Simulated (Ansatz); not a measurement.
Nb₄⁺ was relaxed with PBE-D4 (def2-SVP) in Ansatz in these states: charge +1 doublet, charge +1 quartet. The geometries follow in no particular order.

In the def2 sets Nb takes a core potential; there is no spin–orbit coupling.

A:

```xyz
4

Nb   -1.035    1.057    0.074
Nb    0.347   -0.588    1.413
Nb   -0.530   -1.297   -0.705
Nb    1.218    0.827   -0.782
```

B:

```xyz
4

Nb   -1.202   -0.447   -0.865
Nb   -0.016    1.552    0.031
Nb   -0.053   -0.482    1.469
Nb    1.272   -0.623   -0.635
```

**Question.** Judge from the bond lengths which geometry belongs to which state (an estimate).

**Answer.** A is the charge +1 quartet (Nb3–Nb4 2.751 Å, Nb2–Nb4 2.752 Å, Nb2–Nb3 2.399 Å); B is the charge +1 doublet (Nb3–Nb4 2.491 Å, Nb2–Nb4 2.614 Å, Nb2–Nb3 2.491 Å).

At PBE0-D4/def2-TZVP a doublet lies 0.41 eV below the charge +1 quartet. These are the stationary points nearest to one start from a short search; other shapes may lie lower in each state.
